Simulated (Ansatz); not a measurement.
`[BH2][Zn][NH2]` + `O[SiH3]` → `[NH2][Zn][O][SiH3]` + BH₃ at 400 K and 1 bar (cleavage of the Zn–B bond).

Program: Ansatz. Geometries: PBE0-D4/def2-TZVP. ΔE: electronic, gas phase. CCSD(T)/CBS adds triple-zeta CCSD(T) − MP2 to the extrapolated MP2 energy (def2 sets, frozen cores). This one scheme is used for every species. For Zn outer-core shells are correlated without core-valence functions, which leaves a few kJ/mol of doubt a bond. Scalar relativity is left out up to krypton. One conformer a species, not always the lowest.

```
             species  CCSD(T)/CBS energy (Eh)  H − E (kJ/mol)  S (J/(mol·K))
    `[BH2][Zn][NH2]`              -1860.24610           141.9          339.8
           `O[SiH3]`               -366.69042           120.0          276.4
`[NH2][Zn][O][SiH3]`              -2200.41345           175.7          408.2
                 BH₃                -26.55200            82.6          199.4
```

H − E and S are ideal-gas, rigid-rotor, harmonic terms from PBE0-D4/def2-TZVP, for one conformer and one mirror image of each species. 1 Eh = 2625.50 kJ/mol, R = 8.31446 J/(mol·K).

Question: By hand: ΔE, ΔH, ΔS and ΔG.

Answer: ΔE = (-2200.41345) + (-26.55200) − (-1860.24610) − (-366.69042) = -0.02893 Eh = -76.0 kJ/mol. Δ(H − E) = 175.7 + 82.6 − 141.9 − 120.0 = -3.6, so ΔH = -79.6 kJ/mol. ΔS = 408.2 + 199.4 − 339.8 − 276.4 = -8.6 J/(mol·K). ΔG = -79.6 − 400 × (-8.6)/1000 = -76.2 kJ/mol.

Question: By hand: the equilibrium constant, and the temperature at which ΔG would vanish if ΔH and ΔS stayed fixed.

Answer: log₁₀ K = −ΔG/(RT ln 10) = 10.0. ΔG = 0 at ΔH/ΔS = 9256 K, far beyond where these terms or the molecules hold.

The number of gas molecules stays the same, so ΔS is small and ΔH decides. A doubt of 5 kJ/mol in ΔE shifts log₁₀ K by 0.7 here. Other conformers and mirror images would add mixing entropy, several J/(mol·K) or more a flexible species. Modes under 60 cm⁻¹, often nearly free rotors, make the harmonic entropy too high. These are equilibria of isolated gas molecules and say nothing of rates. Largest T1 diagnostic: 0.016 (customary marks: 0.02 for closed shells, 0.045 for open ones).
